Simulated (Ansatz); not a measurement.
Cost and result for the atomization energy of CH₅InSe (`C[Se][InH2]`) (8 atoms, 7 bonds).

Total charge 0; spin multiplicity 1. Correlated methods include outer-core shells of In, Se, which these sets cover unevenly. Scalar relativity is left out up to krypton. In: def2 effective core potential. All single points use the PBE0-D4/def2-TZVP geometry. Program: Ansatz. All runs use 4 threads of an AMD EPYC on a shared host. Times are those of one run each, without the atoms' runs, and a repeat can differ threefold. Electronic energies, without spin–orbit coupling; frozen cores. CCSD(T)/CBS adds CCSD(T) − MP2 in def2-TZVPP to the MP2 limit, and its time is that of the two runs behind it. T1 = 0.013. With those shells the extrapolation isn't a true limit. B3LYP takes the VWN-RPA correlation (the form of Gaussian; ORCA's B3LYP/G). HSE06 is the plane-wave form, built on full-range PBE exchange.

CCSD(T)/CBS is a level of theory with its own doubt, some kJ/mol a heavy atom from the limit and from the frozen cores, so smaller differences don't rank the functionals.

| level | functions | wall time | atomization (kJ/mol) | difference from CCSD(T)/CBS | per bond |
| --- | --- | --- | --- | --- | --- |
| LDA (SPW92)/def2-TZVPP | 199 | 6 s | 2601.7 | 300.2 | 42.9 |
| revPBE-D4/def2-TZVPP | 199 | 9.1 s | 2245.6 | -55.9 | -8.0 |
| PBE-D4/def2-TZVPP (with forces) | 199 | 10 s | 2298.4 | -3.1 | -0.4 |
| BLYP-D4/def2-TZVPP | 199 | 11 s | 2253.2 | -48.3 | -6.9 |
| PBE0-D4/def2-TZVPP | 199 | 14 s | 2278.6 | -22.9 | -3.3 |
| HSE06-D4/def2-TZVPP | 199 | 16 s | 2279.1 | -22.4 | -3.2 |
| CAM-B3LYP-D4/def2-TZVPP | 199 | 18 s | 2283.1 | -18.4 | -2.6 |
| B3LYP-D4/def2-TZVPP (with forces) | 199 | 21 s | 2272.9 | -28.6 | -4.1 |
| CCSD(T)/def2-SVP | 97 | 25 s | 2149.4 | -152.1 | -21.7 |
| PBE-QIDH/def2-TZVPP | 199 | 25 s | 2269.3 | -32.2 | -4.6 |
| MP2/def2-QZVPP | 378 | 56 s | 2265.0 | -36.5 | -5.2 |
| CCSD(T)/def2-TZVPP | 199 | 4 min | 2244.2 | -57.3 | -8.2 |
| CCSD(T)/CBS(def2) | – | 4.9 min | 2301.5 | 0.0 | 0.0 |

From PBE to PBE0 (25 % exact exchange), in def2-TZVPP and without D4, the atomization energy moves by −17.5 kJ/mol: exact exchange takes away binding that semilocal exchange gives to molecules. Leaving LDA and LC-ωPBE aside and taking each functional with its dispersion term where it has one, the values, not all of them listed here, spread over 68.9 kJ/mol, from BHLYP-D4 to ωB97X-V. LDA lies +319.0 kJ/mol from PBE without D4, its usual overbinding. The D4 term adds +25.8 kJ/mol with B3LYP and +13.4 kJ/mol with PBE0; it sums over pairs of atoms, weighted by their polarisabilities, and B3LYP, whose exchange is more repulsive, gets the larger term.

Spin–orbit coupling would lower the free In atoms strongly, and the atomization energy with them, by more than many differences here. For some Ge, Se and Sn compounds the MP2-based and the directly extrapolated limit differ by 10 to 25 kJ/mol.
